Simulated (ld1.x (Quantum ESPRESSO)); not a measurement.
## Ag (Z = 47): variants of one TM potential

Base potential:

```json
{
 "Element": "silver (Ag)",
 "Generator": "ld1.x (Quantum ESPRESSO) 7.5",
 "Type": "norm-conserving Troullier–Martins (Kleinman–Bylander form)",
 "Functional": "LDA (PZ)",
 "Relativity": "fully relativistic",
 "Frozen core": "[Ar] 3d10 4s2",
 "Valence charge": "17",
 "Reference configuration": "4p6 4d10 5s1 5p0",
 "Partial waves": "5s (bound): rc 2.20 bohr; 4p (bound): rc 1.15 bohr; 4d (bound): rc 1.75 bohr",
 "Local potential": "the d channel",
 "Core correction": "a·sin(br)/r model core inside 0.90 bohr"
}
```

Open shells are filled in proportion to 2j + 1 (rel_dist='average').

Cutoffs, loose and tight: the cutoffs (Ry, on a coarse ladder) from which the occupation-weighted sum of valence levels, in a spherical-Bessel basis at the reference potential, stays within 10 and 1 mRy of its value at 400 Ry. They do not see the model core or the augmentation charge, which bear on the density cutoff. Test errors are all-electron minus pseudo excitation energies from the reference, over the configurations 4p6 4d10 5s0 5p0; 4p6 4d9 5s0 5p0; 4p6 4d8 5s0 5p0; 4p6 4d7 5s0 5p0; 4p6 4d10 5s0.5 5p0; 4p6 4d9 5s1 5p0; 4p6 4d9 5s2 5p0. A dash means not determined; rows that change the core or the reference have their own tests.

A true bound ghost makes a file unfit for plane-wave use even where its test errors are small: the radial tests pick states by their node count and pass the ghost by.

```csv
change,outcome,"cutoff, loose","cutoff, tight",bound ghosts,largest test error (meV)
base,"generated, misses its reference levels by 0.34 eV",120 Ry,160 Ry,s,-30
wave 5s (bound): rc 2.20 bohr becomes 5s (bound): rc 1.50 bohr,"generated, misses its reference levels by 0.34 eV",120 Ry,160 Ry,s,-115
wave 5s (bound): rc 2.20 bohr becomes 5s (bound): rc 1.76 bohr,"generated, misses its reference levels by 0.34 eV",120 Ry,160 Ry,s,-67
wave 5s (bound): rc 2.20 bohr becomes 5s (bound): rc 2.00 bohr,"generated, misses its reference levels by 0.34 eV",120 Ry,160 Ry,s,-29
wave 5s (bound): rc 2.20 bohr becomes 5s (bound): rc 2.18 bohr,"generated, misses its reference levels by 0.34 eV",120 Ry,160 Ry,s,-29
wave 5s (bound): rc 2.20 bohr becomes 5s (bound): rc 2.44 bohr,"generated, misses its reference levels by 0.34 eV",120 Ry,160 Ry,s,-27
wave 5s (bound): rc 2.20 bohr becomes 5s (bound): rc 2.76 bohr,"generated, misses its reference levels by 0.34 eV",120 Ry,160 Ry,s,-84
wave 5s (bound): rc 2.20 bohr becomes 5s (bound): rc 3.28 bohr,"generated, misses its reference levels by 0.34 eV",120 Ry,160 Ry,s,-311
```

**Question.** What comes out with this change to the base: wave 5s (bound): rc 2.20 bohr becomes 5s (bound): rc 2.96 bohr?

**Answer.** outcome: generated, misses its reference levels by 0.34 eV; cutoff, loose: 120 Ry; cutoff, tight: 160 Ry; bound ghosts: s; largest test error (meV): -131.

Reading the sweep of the s radius (base included, trends over the rows without a ghost): Bound ghosts are found at 1.5, 1.76, 2, 2.18, 2.2, 2.44, 2.76, 2.96, 3.28 bohr. Every judged row has one, so this setting neither creates nor removes them.
